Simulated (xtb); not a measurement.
CaCl$_{2}$, charge -1, doublet, from a rough starting geometry (GFN-xTB shapes and energies of metal compounds can be far from the true ones) (a state made from the parent by changing its charge; the spin is typed, not shown lowest); GFN2-xTB (xtb).

Input for xtb:
```
$ xtb mol.xyz --gfn 2 --chrg -1 --uhf 1 --opt vtight --json

# file mol.xyz
3

Ca    -0.00445668    -0.01911759    -0.01378825
Cl     1.67585096     0.40755453    -1.65252080
Cl    -1.66519482    -0.34763362     1.58318142
```

### Question
What does xtb print? Leave out banner, timings and long lists.

### Answer

```
   ID    Z sym.   atoms
    1   20 Ca     1
    2   17 Cl     2, 3

           -------------------------------------------------
          |                Calculation Setup                |
           -------------------------------------------------

           -------------------------------------------------
          |                 G F N 2 - x T B                 |
           -------------------------------------------------

          ...................................................
          :                      SETUP                      :
          :.................................................:
          :  # basis functions                  30          :
          :  # atomic orbitals                  27          :
          :  # shells                            9          :
          :  # electrons                        17          :
          :  max. iterations                   250          :
          :  Hamiltonian                  GFN2-xTB          :
          :  restarted?                      false          :
          :  GBSA solvation                  false          :
          :  PC potential                    false          :
          :  electronic temp.          300.0000000     K    :
          :  accuracy                    1.0000000          :
          :  -> integral cutoff          0.2500000E+02      :
          :  -> integral neglect         0.1000000E-07      :
          :  -> SCF convergence          0.1000000E-05 Eh   :
          :  -> wf. convergence          0.1000000E-03 e    :
          :  Broyden damping             0.4000000          :
          :  net charge                         -1          :
          :  unpaired electrons                  1          :
          ...................................................

 iter      E             dE          RMSdq      gap      omega  full diag
   1     -9.8469003 -0.984690E+01  0.614E+00    2.10       0.0  T
   2     -9.8724076 -0.255072E-01  0.331E+00    3.75       1.0  T
   3     -9.8773863 -0.497868E-02  0.154E+00    4.35       1.0  T
   4     -9.8782690 -0.882715E-03  0.732E-01    4.92       1.0  T
   5     -9.8781834  0.855249E-04  0.428E-01    4.84       1.0  T
   6     -9.8783843 -0.200883E-03  0.137E-01    4.85       1.0  T
   7     -9.8783928 -0.842793E-05  0.176E-01    4.78       1.0  T
   8     -9.8784017 -0.890502E-05  0.424E-02    4.83       1.4  T
   9     -9.8784031 -0.146125E-05  0.198E-02    4.83       2.9  T
  10     -9.8784036 -0.493177E-06  0.249E-03    4.83      23.2  T
  11     -9.8784036 -0.128900E-07  0.131E-03    4.83      44.0  T
  12     -9.8784036 -0.225557E-08  0.654E-04    4.83      88.3  T
  13     -9.8784036  0.619391E-09  0.812E-04    4.83      71.1  T

   *** convergence criteria satisfied after 13 iterations ***

         :::::::::::::::::::::::::::::::::::::::::::::::::::::
         ::                     SUMMARY                     ::
         :::::::::::::::::::::::::::::::::::::::::::::::::::::
         :: total energy              -9.871584096336 Eh    ::
         :: gradient norm              0.016729999460 Eh/a0 ::
         :: HOMO-LUMO gap              4.834129109062 eV    ::
         ::.................................................::
         :: SCC energy                -9.878403792979 Eh    ::
         :: -> isotropic ES            0.177510176650 Eh    ::
         :: -> anisotropic ES         -0.001195729576 Eh    ::
         :: -> anisotropic XC         -0.001003605730 Eh    ::
         :: -> dispersion             -0.001687235431 Eh    ::
         :: repulsion energy           0.006819696643 Eh    ::
         :: add. restraining           0.000000000000 Eh    ::
         :: total charge              -1.000000000000 e     ::
         :::::::::::::::::::::::::::::::::::::::::::::::::::::

      -----------------------------------------------------------
     |                   =====================                   |
[...]
 * total energy  :    -9.8761953 Eh     change        0.5784733E-03 Eh
 * total energy  :    -9.8778379 Eh     change       -0.1642656E-02 Eh
 * total energy  :    -9.8779927 Eh     change       -0.1547412E-03 Eh
 * total energy  :    -9.8784035 Eh     change       -0.4107997E-03 Eh
 * total energy  :    -9.8786635 Eh     change       -0.2600087E-03 Eh
 * total energy  :    -9.8793921 Eh     change       -0.7286458E-03 Eh
 * total energy  :    -9.8803118 Eh     change       -0.9196866E-03 Eh
 * total energy  :    -9.8820208 Eh     change       -0.1709049E-02 Eh
 * total energy  :    -9.8822900 Eh     change       -0.2691931E-03 Eh
 * total energy  :    -9.8822963 Eh     change       -0.6226609E-05 Eh
 * total energy  :    -9.8823026 Eh     change       -0.6365589E-05 Eh
 * total energy  :    -9.8823027 Eh     change       -0.1730068E-07 Eh
   *** GEOMETRY OPTIMIZATION CONVERGED AFTER 16 ITERATIONS ***
         :: total energy              -9.882302652645 Eh    ::
[...]

           -------------------------------------------------
          |                Property Printout                |
           -------------------------------------------------

    * Orbital Energies and Occupations

         #    Occupation            Energy/Eh            Energy/eV
      -------------------------------------------------------------
         1        2.0000           -0.8496871             -23.1212
         2        2.0000           -0.8437268             -22.9590
         3        2.0000           -0.2523653              -6.8672
         4        2.0000           -0.2409558              -6.5567
         5        2.0000           -0.2381279              -6.4798
         6        2.0000           -0.2380418              -6.4774
         7        2.0000           -0.2341149              -6.3706
         8        2.0000           -0.2333932              -6.3510
         9        1.0000           -0.1236514              -3.3647 (HOMO)
        10                          0.0338462               0.9210 (LUMO)
        11                          0.1248271               3.3967
        12                          0.1664691               4.5299
        13                          0.1678355               4.5670
        14                          0.1772659               4.8236
        15                          0.1787670               4.8645
        16                          0.2600828               7.0772
        17                          0.2634401               7.1686
        18                          0.2639512               7.1825
        19                          0.2643086               7.1922
        20                          0.2643910               7.1944
       ...                                ...                  ...
        27                          0.5249191              14.2838
      -------------------------------------------------------------
                  HL-Gap            0.1574976 Eh            4.2857 eV
             Fermi-level           -0.1117124 Eh           -3.0398 eV

     #   Z          covCN         q      C6AA      α(0)
     1  20 Ca       1.371     0.471   294.233    52.192
     2  17 Cl       0.685    -0.736   124.183    17.043
     3  17 Cl       0.685    -0.735   124.180    17.043

 Mol. C6AA /au·bohr⁶  :       1443.036798
 Mol. C8AA /au·bohr⁸  :     116548.920205
 Mol. α(0) /au        :         86.277553

Wiberg/Mayer (AO) data.
largest (>0.10) Wiberg bond orders for each atom

 ---------------------------------------------------------------------------
     #   Z sym  total        # sym  WBO       # sym  WBO       # sym  WBO
 ---------------------------------------------------------------------------
     1  20 Ca   0.962 --     3 Cl   0.481     2 Cl   0.481
     2  17 Cl   0.500 --     1 Ca   0.481
     3  17 Cl   0.500 --     1 Ca   0.481
 ---------------------------------------------------------------------------

Topologies differ in total number of bonds
Writing topology from bond orders to xtbtopo.mol

molecular dipole:
                 x           y           z       tot (Debye)
 q only:        0.503      -1.936       0.054
   full:        0.313      -1.222       0.054       3.210
molecular quadrupole (traceless):
                xx          xy          yy          xz          yz          zz
 q only:       -7.052      -5.824      13.208      21.063       5.756      -6.155
  q+dip:       -6.619      -5.365      12.081      22.229       6.007      -5.462
   full:       -6.260      -5.007      11.191      22.885       6.183      -4.931

optimized geometry written to: xtbopt.xyz

           -------------------------------------------------
          | TOTAL ENERGY               -9.882302652645 Eh   |
          | GRADIENT NORM               0.000018456125 Eh/α |
          | HOMO-LUMO GAP               4.285728736558 eV   |
           -------------------------------------------------

normal termination of xtb
```
